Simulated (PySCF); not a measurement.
**Electron correlation in Ar (argon, neutral)**

[Ar], closed-shell 1S. Calculation: PySCF 2.14, in aug-cc-pV(D+d)Z (5s4p3d, 32 functions); the non-relativistic Hamiltonian (point nucleus). Frozen: [Ne]; 8 electrons correlated.

```tsv
level	correlation energy (mhartree)
CCSD	-173.22
(T)	-3.00
CCSD(T)	-176.22
CCSDT	-176.46
```

Diagnostics: T1 = 0.0033, D1 = 0.0050, largest double amplitude 0.039.

Cost of the coupled-cluster step: roughly 0.11 core-seconds, for 8 correlated electrons.
